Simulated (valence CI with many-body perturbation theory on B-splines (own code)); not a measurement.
**E1 transitions of Sr VII**

Calculated by valence CI with perturbative core correlation (CI+MBPT): four valence electrons over a frozen Dirac-Fock core [Ar] 3d10, a basis of 11 s, 11 p, 9 d, 7 f, 5 g, 2 h, 1 i functions for each j, with the one-electron correlation potential Σ1 (screened to all orders), the two-electron term Σ2, the three-electron term Σ3, Breit, model QED; selected single and double excitations, second order for the rest, scaled by the run's own slope (own B-spline code, finite nucleus).

Set against measurement, 13 paired levels are off by 109 cm⁻¹ on average, the worst by 228. These come from a selection out of Sansonetti, J. Phys. Chem. Ref. Data 41, 013102 (2012). Levels without a partner in it may be off by more. Among the levels kept, up to 350 cm⁻¹ of a level comes from second order outside the variational space, and about a tenth of that is noise between levels of different J, which matters for small intervals.

Lines 201 to 223 of 223 in falling wavelength, among levels below 56.239 eV, chosen from the strongest by gf and those to the six lowest levels. Wavelengths and rates use the calculated energies, so an error of 100 cm⁻¹ moves a line at 318.8 Å by 0.032 % and its rate by three times that or more. Electric multipoles are in the length gauge, E1 and E2 with the static RPA response of the core. Weak lines are less certain than strong ones. Lines between different terms over intervals too small for the method are left out, as are lines whose strength nearly cancels. Where a level lies close to another of its J and parity, the split of strength between their lines is uncertain. The highest levels of a list are the least certain.

Names give the largest LS component (configuration and term), which can be under half, so a name can repeat, a term be missing and a line seem to break the LS rules; names also repeat where a configuration has a term twice. Letters in brackets count levels of one name in rising energy.

| λ vac (Å) | Upper | Lower | A (s⁻¹) | S (a.u.) with core polarisation | S without |
| --- | --- | --- | --- | --- | --- |
| 318.8 | 4s4p²4d ³D_2 | 4s4p³ ⁵S°_2 | 1.92e+08 | 1.54e-02 | 1.68e-02 |
| 318.0 | 4s²4p4d ¹P°_1 | 4s²4p² ³P_1 | 2.80e+08 | 1.33e-02 | 1.45e-02 |
| 317.3 | 4s²4p5p ³P_1 [b] | 4s4p³ ⁵S°_2 | 2.83e+07 | 1.34e-03 | 1.38e-03 |
| 316.5 | 4s4p²4d ³D_3 | 4s4p³ ⁵S°_2 | 2.29e+08 | 2.51e-02 | 2.72e-02 |
| 314.2 | 4s²4p5p ³D_3 | 4s4p³ ⁵S°_2 | 7.82e+07 | 8.38e-03 | 9.01e-03 |
| 314.2 | 4s²4p5p ³P_2 | 4s4p³ ⁵S°_2 | 2.00e+07 | 1.53e-03 | 1.57e-03 |
| 311.2 | 4s²4p4d ¹P°_1 | 4s²4p² ³P_0 | 1.19e+08 | 5.31e-03 | 5.83e-03 |
| 310.2 | 4s²4p5p ³S_1 | 4s4p³ ⁵S°_2 | 7.60e+06 | 3.36e-04 | 3.09e-04 |
| 309.6 | 4s²4p5s ³P°_1 | 4s²4p² ¹S_0 | 5.41e+08 | 2.38e-02 | 2.40e-02 |
| 309.0 | 4s4p²4d ³F_2 [b] | 4s4p³ ⁵S°_2 | 1.78e+06 | 1.30e-04 | 1.38e-04 |
| 295.7 | 4s²4p5s ¹P°_1 | 4s²4p² ¹S_0 | 8.27e+09 | 3.17e-01 | 3.12e-01 |
| 288.7 | 4s²4p5s ³P°_1 | 4s²4p² ¹D_2 | 1.91e+09 | 6.80e-02 | 6.56e-02 |
| 279.3 | 4s²4p5s ³P°_2 | 4s²4p² ¹D_2 | 2.71e+09 | 1.46e-01 | 1.40e-01 |
| 276.6 | 4s²4p5s ¹P°_1 | 4s²4p² ¹D_2 | 2.92e+10 | 9.14e-01 | 8.73e-01 |
| 276.1 | 4s²4p5s ³P°_1 | 4s²4p² ³P_2 | 1.25e+10 | 3.89e-01 | 3.72e-01 |
| 272.7 | 4s²4p5s ³P°_0 | 4s²4p² ³P_1 | 2.15e+10 | 2.15e-01 | 2.05e-01 |
| 271.8 | 4s²4p5s ³P°_1 | 4s²4p² ³P_1 | 4.31e+09 | 1.28e-01 | 1.22e-01 |
| 267.5 | 4s²4p5s ³P°_2 | 4s²4p² ³P_2 | 1.34e+10 | 6.32e-01 | 5.99e-01 |
| 266.8 | 4s²4p5s ³P°_1 | 4s²4p² ³P_0 | 6.59e+09 | 1.85e-01 | 1.76e-01 |
| 265.0 | 4s²4p5s ¹P°_1 | 4s²4p² ³P_2 | 6.72e+08 | 1.85e-02 | 1.75e-02 |
| 263.5 | 4s²4p5s ³P°_2 | 4s²4p² ³P_1 | 5.18e+09 | 2.34e-01 | 2.21e-01 |
| 261.0 | 4s²4p5s ¹P°_1 | 4s²4p² ³P_1 | 9.86e+08 | 2.60e-02 | 2.44e-02 |
| 256.5 | 4s²4p5s ¹P°_1 | 4s²4p² ³P_0 | 3.39e+08 | 8.47e-03 | 7.74e-03 |
